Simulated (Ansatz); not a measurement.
A run for Ansatz (a first-principles code): R-CCSD(T)/aug-cc-pVQZ on H2 (SMILES [H][H]).

Ansatz 0.2 input:
```yaml
crystal:
  periodic: [false, false, false]
  atoms:
    - {symbol: H, position_ang: [-0.24285681, 0.04842923, 4.05114946]}
    - {symbol: H, position_ang: [-0.21188945, 0.00993352, 3.30836049]}
basis:
  gaussian:
    orbitals: aug-cc-pVQZ
magnetization: {spin_polarized: false}
correlation: {method: ccsd_t, electrons: outside_noble_gas}
scf: {lower_state_search: off}
```

Question: Give the final energy of this run.

Answer: -1.1739 hartree (reference determinant -1.1334, T1 diagnostic 0.006).
